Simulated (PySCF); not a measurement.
# A survey of 29Si NMR shifts

How the numbers were obtained: structure optimised with GFN2-xTB, shieldings: GIAO PBE0/pcSseg-1, in PySCF 2.14 (one computed conformer, fast rotation and ring inversion assumed for equivalent nuclei, no solvent, non-relativistic Hamiltonian).

Shieldings were converted by a linear fit to measured shifts: 29Si (scatter 8.9 ppm rms, 25.8 ppm with the 6 outliers that the fit left out vs TMS, solution or neat liquid). Occasional misses reach two or three times the rms, and more in compound classes unlike the fitted ones.

Give the 29Si shifts of `CC[Si@@H](F)[Si@H]([SiH3])P`, `CC[Si@@H](F)[Si@@H]([SiH3])P`, `C[Si@@H](P)[C@H]([SiH3])[SiH2]F`, `C[Si@@H](P)[C@@H]([SiH3])[SiH2]F`, `CC[C@@H](F)[SiH2]F`, `CC[C@@H]1C[C@]1([SiH3])C(C)=S`.

Results:


```tsv
compound	environment	δ (ppm)
[CH3:1][CH2:2][Si@@H:3]([F:4])[Si@H:5]([SiH3:6])[PH2:7]	Si3: silicon bonded to C, F, Si, H	23.9
[CH3:1][CH2:2][Si@@H:3]([F:4])[Si@H:5]([SiH3:6])[PH2:7]	Si5: silicon bonded to P, 2 Si, H	-96.0
[CH3:1][CH2:2][Si@@H:3]([F:4])[Si@H:5]([SiH3:6])[PH2:7]	Si6: silicon bonded to Si, 3 H	-98.7
[CH3:1][CH2:2][Si@@H:3]([F:4])[Si@@H:5]([SiH3:6])[PH2:7]	Si3: silicon bonded to C, F, Si, H	27.5
[CH3:1][CH2:2][Si@@H:3]([F:4])[Si@@H:5]([SiH3:6])[PH2:7]	Si6: silicon bonded to Si, 3 H	-96.5
[CH3:1][CH2:2][Si@@H:3]([F:4])[Si@@H:5]([SiH3:6])[PH2:7]	Si5: silicon bonded to P, 2 Si, H	-100.3
[CH3:1][Si@@H:2]([PH2:3])[C@H:4]([SiH3:5])[SiH2:6][F:7]	Si6: silicon bonded to C, F, 2 H	0.0
[CH3:1][Si@@H:2]([PH2:3])[C@H:4]([SiH3:5])[SiH2:6][F:7]	Si2: silicon bonded to 2 C, P, H	-21.9
[CH3:1][Si@@H:2]([PH2:3])[C@H:4]([SiH3:5])[SiH2:6][F:7]	Si5: silicon bonded to C, 3 H	-76.0
[CH3:1][Si@@H:2]([PH2:3])[C@@H:4]([SiH3:5])[SiH2:6][F:7]	Si6: silicon bonded to C, F, 2 H	1.3
[CH3:1][Si@@H:2]([PH2:3])[C@@H:4]([SiH3:5])[SiH2:6][F:7]	Si2: silicon bonded to 2 C, P, H	-19.7
[CH3:1][Si@@H:2]([PH2:3])[C@@H:4]([SiH3:5])[SiH2:6][F:7]	Si5: silicon bonded to C, 3 H	-70.6
CC[C@@H](F)[SiH2]F	silicon bonded to C, F, 2 H	-10.1
CC[C@@H]1C[C@]1([SiH3])C(C)=S	silicon bonded to C, 3 H	-47.1
```
